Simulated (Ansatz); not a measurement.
Reaction (substitution at a C–Ge bond): `C#[C][GeH2][CH3]` + `NC1(O)C=N1` → `CNC1(O)C=N1` + `C#[C][GeH3]`

Program: Ansatz. Geometries: PBE0-D4/def2-TZVP. ΔE: electronic, gas phase. CCSD(T)/CBS is the MP2 limit (def2-TZVPP, def2-QZVPP) plus CCSD(T) − MP2 in def2-TZVPP, frozen cores. Functionals use def2-TZVPP. For Ge outer-core shells are correlated without core-valence functions, which leaves a few kJ/mol of doubt a bond. Scalar relativity is left out up to krypton. Each species was taken in one conformer, which may not be the lowest.

**Question.** Is it downhill or uphill in electronic energy at CCSD(T)/CBS, and by how much? (Estimate.)

**Answer.** The calculation gave: Uphill: ΔE = +16.1 kcal/mol.

**Question.** What do these levels give: PBE-D4, r2SCAN-D4, PBE0-D4, SCS-MP2/def2-TZVPP, MP2/CBS(def2), CCSD/CBS(def2)? (Estimate.)

**Answer.** Computed: PBE-D4 15.3, r2SCAN-D4 16.0, PBE0-D4 15.4, SCS-MP2/def2-TZVPP 16.0, MP2/CBS(def2) 17.4, CCSD/CBS(def2) 16.0 kcal/mol.

Largest T1 diagnostic among the species: 0.012.

In def2-TZVPP, CCSD(T) changes the Hartree–Fock value by +1.6 kcal/mol (the triples alone add +0.1 kcal/mol) and MP2 by +2.8 kcal/mol.
